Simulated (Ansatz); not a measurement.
Species: CH$_{3}$Li (charge +1, doublet). 
Geometry from a B3LYP-D3(BJ)/def2-TZVP (Ansatz, a quantum-chemistry and plane-wave program) optimisation:
```xyz
5

Li    -1.2099    -0.6994    -1.0459
C      0.3737     0.2160     0.3231
H      0.7604    -0.7188     0.7146
H     -0.3074     0.7948     0.9378
H      0.9345     0.7261    -0.4529
```
Charge +1, spin multiplicity 2.

Basis-set convergence of Hartree-Fock and CCSD correlation energies (hartree) with Ansatz. Valence correlation only, unless marked. Open shells are spin-unrestricted. Spin-orbit coupling is left out. Non-relativistic.

```csv
basis,functions,E(HF),"E(corr, CCSD)"
def2-SVPD,56,-46.78822,-0.15505
def2-TZVPPD,110,-46.83803,-0.17872
def2-QZVPPD,197,-46.84040,-0.18651
```

Extrapolating the two largest sets (X = 3 and 4) as X^-3: E(corr) = (64·(-0.18651) - 27·(-0.17872))/37 = -0.1922 Eh, an estimate of the basis-set limit. The largest set recovers 97.0 % of it, the smallest 80.7 %.
